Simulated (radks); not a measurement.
The numbers below are computed, except where a source is named.
Pr33+, 26 electrons, occupied as [Ar] 3d8 (the NIST ground configuration). Code: a radial shooting solver on a logarithmic mesh with Libxc functionals. Model: Dirac Kohn-Sham, PBE, spin-unpolarised, spherical densities, finite nucleus; open shells fill j = l - 1/2 first; Fermi nuclear charge, rms radius 4.8919 fm.

Spin-orbit splittings of the eigenvalues, e(l+1/2) - e(l-1/2), with zeta = 2 splitting/(2l+1) and mean radii in bohr:

| shell | occ. | splitting (eV) | zeta (eV) | <r> j=l-1/2 | <r> j=l+1/2 |
|---|---|---|---|---|---|
| 2p | 6 | 485.7 | 323.8 | 0.08572 | 0.09197 |
| 3p | 6 | ? | ? | 0.2522 | 0.2632 |
| 3d | 8 | 23.26 | 9.302 | 0.2324 | 0.2358 |
| 4p | 0 | 34.33 | 22.89 | 0.5235 | 0.5387 |

Estimate the 3p splitting.

Answer. 104.0 eV (zeta = 69.36 eV).
